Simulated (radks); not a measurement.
Task: The nickel ion Ni4+ is in [Ar] 3d(3/2: 4, 5/2: 2). All-electron calculation, Dirac Kohn-Sham, PBE, spin-unpolarised, spherical densities, finite nucleus; Fermi nuclear charge, rms radius of each element as measured or else 0.836 A^(1/3) + 0.57 fm. Program: a radial shooting solver on a logarithmic mesh with Libxc functionals. Sub-shells are occupied by j as written (lower j first in brackets). One electron is removed from 3p1/2, 3d3/2, 3p3/2, 3d5/2 in turn, with full relaxation. Which removal costs least, and what does each cost?

Result: 3d5/2 79.990 eV; 3d3/2 80.317 eV; 3p3/2 144.47 eV; 3p1/2 146.87 eV. The 3d5/2 electron leaves first.
